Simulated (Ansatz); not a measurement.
```yaml
crystal:
  periodic: [false, false, false]
  atoms:
    - {symbol: W, position_ang: [0.012919, 0.022284, 0.009334]}
    - {symbol: O, position_ang: [0.029296, 0.013264, 1.766070]}
    - {symbol: O, position_ang: [1.667300, 0.041388, -0.581485]}
    - {symbol: O, position_ang: [-0.814586, 1.467150, -0.551030]}
    - {symbol: F, position_ang: [-0.894919, -1.544096, -0.642900]}
basis:
  gaussian: {orbitals: def2-SVP}
total_charge: -1
magnetization: {spin_polarized: true, initial_magnetization: 2}
hamiltonian: {xc: {name: revPBE0}, dispersion: d3bjatm}
scf: {omitted_lower_state_checks: [starts]}
output: {forces: true}
```

```sh
$ ansatz run in.yaml --threads 4 --pin off --events-out ev --progress --plain --max-ram 3916MiB
```

It prints (some lines left out):

```
Functional definition: revPBE0
821 factors; integrals over basis functions are off by at most 9.2e-4 eV
mean field evaluation 1: about -10664.8494 eV, gradient 4.6e1 eV
mean field evaluation 2: about -10577.0113 eV, gradient 1.6e2 eV
mean field evaluation 4: about -10673.4387 eV, gradient 9.7e0 eV
mean field evaluation 8: about -10673.8158 eV, gradient 6.8e-1 eV
mean field evaluation 16: about -10674.5766 eV, gradient 5.7e0 eV
mean field evaluation 32: about -10674.7752 eV, gradient 9.1e-2 eV
mean field -10674.77535146 eV, -392.2907585436 hartree, gradient 8.2e-6 eV, S^2 2.035582; 0 other end points of the search recorded, 0 dependent functions left out
reference -10674.77540491 eV, -392.2907605079 hartree; 25, 23 occupied and 63, 65 virtual orbitals, 821 factors
WARN: the results are in doubt because the forces break the atoms' symmetry
Total energy: -10674.97831294 eV, -392.2982172402 hartree
Atom 0 at     0.012919     0.022284     0.009334 Å, force     1.564375    -3.563135    -2.751615 eV/Å
Atom 1 at     0.029296     0.013264     1.766070 Å, force    -0.495063     0.703001     4.367868 eV/Å
Atom 2 at     1.667300     0.041388    -0.581485 Å, force     1.509293    -0.214953    -0.696308 eV/Å
Atom 3 at    -0.814586     1.467150    -0.551030 Å, force    -2.291952     3.815657    -0.558383 eV/Å
Atom 4 at    -0.894919    -1.544096    -0.642900 Å, force    -0.286653    -0.740571    -0.361563 eV/Å
Dipole moment:    -0.210765    -0.112208     0.005138 e Å
In doubt: the forces break the atoms' symmetry
Checks for a lower state left out: starts
```

Run time 13 s (4 threads of Arm Neoverse V2 on a shared host).

In the def2 sets W takes a core potential; there is no spin–orbit coupling. The highest occupied level of an anion often lies above zero with these methods, and sets without diffuse functions describe the outer electron poorly. The program marks the result for the charge -1 triplet as doubtful (asymmetric forces).

The dipole of an ion depends on the origin.
